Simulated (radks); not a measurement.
Species: neutral iodine. Configuration: [Kr] 4d10 5p5 4f2 (not the ground configuration).

All-electron calculation, scalar-relativistic Kohn-Sham, r2SCAN, spin-unpolarised, spherical densities, finite nucleus; meta-GGA in the generalised Kohn-Sham scheme; Fermi nuclear charge, rms radius 4.75 fm. Program: a radial shooting solver on a logarithmic mesh with Libxc functionals.

Energy parts (eV):
total: -193616.067
kinetic: 203227.206
electron-nucleus: -467625.766
Hartree: 75705.708
exchange-correlation: -4923.215

Orbitals (lengths in bohr, moments of r in powers of bohr; r(max) is where P^2 peaks):
[
 {"orbital": "1s", "occ.": "2", "eigenvalue (eV)": "-33058.87", "r(max)": "0.01754", "<r^4>": "2.647e-06"},
 {"orbital": "2s", "occ.": "2", "eigenvalue (eV)": "-5139.132", "r(max)": "0.09906", "<r^4>": "0.0004506"},
 {"orbital": "2p", "occ.": "6", "eigenvalue (eV)": "-4611.216", "r(max)": "0.07950", "<r^4>": "0.0003263"},
 {"orbital": "3s", "occ.": "2", "eigenvalue (eV)": "-1057.556", "r(max)": "0.2852", "<r^4>": "0.01919"},
 {"orbital": "3p", "occ.": "6", "eigenvalue (eV)": "-885.3532", "r(max)": "0.2791", "<r^4>": "0.02022"},
 {"orbital": "3d", "occ.": "10", "eigenvalue (eV)": "-627.8705", "r(max)": "0.2321", "<r^4>": "0.01775"},
 {"orbital": "4s", "occ.": "2", "eigenvalue (eV)": "-201.8618", "r(max)": "0.6811", "<r^4>": "0.5621"},
 {"orbital": "4p", "occ.": "6", "eigenvalue (eV)": "-147.5876", "r(max)": "0.7152", "<r^4>": "0.7707"},
 {"orbital": "4d", "occ.": "10", "eigenvalue (eV)": "-68.0162", "r(max)": "0.7769", "<r^4>": "1.624"},
 {"orbital": "4f", "occ.": "2", "eigenvalue (eV)": "-0.5106", "r(max)": "9.282", "<r^4>": "28900"},
 {"orbital": "5p", "occ.": "5", "eigenvalue (eV)": "-19.5896", "r(max)": "1.924", "<r^4>": "44.48"}
]

The highest occupied level is 4f at -0.511 eV. The electron density at the nucleus is 2.567e+05 e/bohr^3 (large components only). Summed over all electrons, <r^2> = 305.1 bohr^2, which gives a Langevin (diamagnetic) susceptibility term of -242 x 10^-6 cm^3/mol. The density falls to 0.001 e/bohr^3 at r = 4.19 bohr.
